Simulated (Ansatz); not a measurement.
`C[O][AlH][GeH3]` + `C[O][Zn][F]` → `[F][AlH][GeH3]` + `C[O][Zn][O]C`  (redistribution)

Program: Ansatz. Geometries: PBE0-D4/def2-TZVP. ΔE: electronic, gas phase. CCSD(T)/CBS is the MP2 limit (def2-TZVPP, def2-QZVPP) plus CCSD(T) − MP2 in def2-TZVPP, frozen cores. Functionals use def2-TZVPP. For Ge, Zn outer-core shells are correlated without core-valence functions, which leaves a few kJ/mol of doubt a bond. Scalar relativity is left out up to krypton. One conformer a species, not always the lowest.

`C[O][AlH][GeH3]`:

```xyz
11

C    -1.692   -1.160    0.302
O    -0.468   -1.528   -0.262
Al    0.990   -0.747   -0.584
Ge    1.239    1.645    0.008
H    -1.903   -1.781    1.179
H    -2.500   -1.315   -0.420
H    -1.712   -0.109    0.616
H     2.111   -1.634   -1.259
H     2.435    1.877    0.954
H     1.502    2.515   -1.239
H    -0.001    2.237    0.707
```

`C[O][Zn][F]`:

```xyz
7

C    -0.120    0.153    1.044
O     0.025   -0.785    0.010
Zn    0.200   -0.406   -1.697
F     0.380   -0.166   -3.410
H     0.741    0.829    1.129
H    -1.023    0.768    0.936
H    -0.204   -0.393    1.989
```

`[F][AlH][GeH3]`:

Cartesian coordinates in Å:
```
F 1.588 -0.419 -2.013
Al 1.313 -0.344 -0.386
Ge -0.976 0.239 0.332
H 2.556 -0.636 0.547
H -1.108 1.761 0.538
H -2.041 -0.178 -0.696
H -1.332 -0.423 1.677
```

`C[O][Zn][O]C`:

```xyz
11

C     1.459   -1.650   -1.632
O     0.960   -1.591   -0.324
Zn    0.313   -0.154    0.466
O    -0.232    1.233    1.409
C    -1.551    1.696    1.494
H     1.780   -2.678   -1.834
H     0.706   -1.388   -2.388
H     2.329   -0.998   -1.786
H    -1.960    2.003    0.522
H    -1.568    2.574    2.148
H    -2.236    0.953    1.926
```

| level | ΔE (kJ/mol) | difference from CCSD(T)/CBS |
| --- | --- | --- |
| PBE-D4 | -8.0 | -0.4 |
| r2SCAN-D4 | -8.1 | -0.5 |
| PBE0-D4 | -7.0 | 0.6 |
| ωB97X-V | -6.4 | 1.2 |
| ωB97M-V | -6.7 | 0.9 |
| PBE | -9.8 | -2.2 |
| PBE0 | -8.7 | -1.1 |
| HF/def2-TZVPP | -3.4 | 4.2 |
| SCS-MP2/def2-TZVPP | -10.0 | -2.4 |
| CCSD(T)/def2-TZVPP | -9.5 | -1.9 |
| HF/def2-QZVPP | -1.9 | 5.7 |
| MP2/def2-QZVPP | -9.9 | -2.3 |
| SCS-MP2/def2-QZVPP | -8.5 | -0.9 |
| HF/CBS(def2) | -1.7 | 5.9 |
| MP2/CBS(def2) | -9.6 | -2.0 |
| CCSD/CBS(def2) | -6.8 | 0.8 |
| CCSD(T)/CBS | -7.6 | 0 |

Largest T1 diagnostic among the species: 0.017.

In def2-TZVPP, CCSD(T) changes the Hartree–Fock value by −6.1 kJ/mol (the triples alone add −0.8 kJ/mol) and MP2 by −8.1 kJ/mol.
